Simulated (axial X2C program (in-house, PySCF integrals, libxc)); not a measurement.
AsH⁺: from the spin-free to the two-component result

Calculated with an in-house relativistic program for diatomic molecules. Spin-free means the one-electron spin-free X2C Hamiltonian; two-component (2c) means X2C with spin–orbit coupling and atomic mean-field two-electron Coulomb and Gaunt terms, so the difference of the two also holds small scalar two-electron terms. Basis: As dyall-cv3z [9s9p6d4f1g], H dyall-v3z [6s2p1d] (cores contracted in-house); Gaussian nuclei, density fitting, unrestricted open shells. Masses: As 74.922 u, H 1.008 u.

Spin-free state: M_S = 1/2, Λ = 1 (beyond evenly filled blocks: π+α); fragments As+ + H.

```csv
level,Re (Å),ωe (cm⁻¹),De (eV),μ (D)
PBE0,1.532,2186.5,3.036,0.77
HF,1.512,2330.6,2.017,0.84
MP2,1.520,2265.3,2.848,n/a
CCSD,1.528,2199.4,3.022,n/a
CCSD(T),1.530,2185.0,3.051,n/a
r2SCAN,1.531,2175.5,2.972,0.78
```

Correlated methods: 5 electrons correlated (number of frozen shells: As 3 s, 2 p, 1 d; H none), 165 virtual spin orbitals or spinors in MP2, 69 natural virtuals in coupled cluster.

Dipoles are positive if H is the positive end and refer to the centre of mass.

Q: Within this multiplet, which Ω should lie lowest by the rule for regular and inverted multiplets?

A: The open π shell holds one electron, so the multiplet is regular: Ω = Λ − 1/2 = 1/2. The PBE0 2c search agrees.

Two-component determinant lowest at the distance of the search:

Ω = 1/2 (⟨Sz⟩ = -0.50, ⟨Lz⟩ = 1.00 at HF); fragments As+ + H.

```tsv
level	Re (Å)	ωe (cm⁻¹)	μ (D)
PBE0	1.533	2183.6	0.76
HF	1.512	2327.7	0.83
MP2	1.521	2262.9	n/a
CCSD	1.529	2196.7	n/a
CCSD(T)	1.531	2182.3	n/a
r2SCAN	1.532	2172.8	0.77
```

Q: From the two tables, how do the constants change at the CCSD(T) level (2c against spin-free)?

A: At the CCSD(T) level Re is unchanged within 0.001 Å and ωe decreases by 2.7 cm⁻¹.

Occupations by symmetry block were frozen at the best pattern of an incomplete PBE0 search. De is counted from the lowest determinant-based energies of the atoms at the same level, without counterpoise correction. De is not given where an atomic determinant may have missed its ground term or J level, or where the truncated virtual space spoils (T). Density functionals use the spin component along the axis (collinear). Coupled cluster ran in a truncated set of natural virtual spinors; the MP2 energy of the rest was added. (T) has no such correction and the atoms are truncated less, which lowers De at CCSD(T) by a hundredth of an eV or more. Without a current term, density functionals place determinants with orbital angular momentum somewhat too high.
